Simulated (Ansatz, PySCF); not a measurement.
Process, species as SMILES: CO[Si](N)(N)N + 5 [H][H] (H2) → C (CH4) + 3 N (NH3) + O (H2O) + [SiH4] (SiH4)
Structures are relaxed separately at B3LYP-D3(BJ)/def2-TZVP in Ansatz (a program for electronic structure), one conformer each, not searched for the lowest. Frequencies are from Ansatz or PySCF.

Property: energy of full hydrogenation (enthalpy at 298 K, with B3LYP-D3(BJ) rigid-rotor harmonic-oscillator terms), in kcal/mol. Valence correlation only, unless marked. No spin-orbit coupling. No relativistic terms. CBS(X,Y): correlation extrapolated as X^-3; Hartree-Fock from the larger set. [CCSD(T)-MP2]/basis is that difference in the basis named.

```json
[
 {"level": "HF-D4/def2-TZVPD", "program": "PySCF + dftd4", "energy of full hydrogenation (kcal/mol)": "[?]"},
 {"level": "PBE-D3(BJ)/def2-TZVPD", "program": "Ansatz + dftd3", "energy of full hydrogenation (kcal/mol)": "30.7"},
 {"level": "PBE0/def2-SVP", "program": "Ansatz", "energy of full hydrogenation (kcal/mol)": "[?]"},
 {"level": "PBE0-D4/def2-TZVP", "program": "Ansatz + dftd4", "energy of full hydrogenation (kcal/mol)": "35.3"},
 {"level": "RI-MP2/CBS(cc-pV(T+d)Z,cc-pV(Q+d)Z)+[CCSD(T)-MP2]/cc-pV(T+d)Z", "program": "Ansatz", "energy of full hydrogenation (kcal/mol)": "36.9"}
]
```

Question: Complete the blanks.

Answer: 
- HF-D4/def2-TZVPD, energy of full hydrogenation (kcal/mol): 41.5
- PBE0/def2-SVP, energy of full hydrogenation (kcal/mol): 25.9
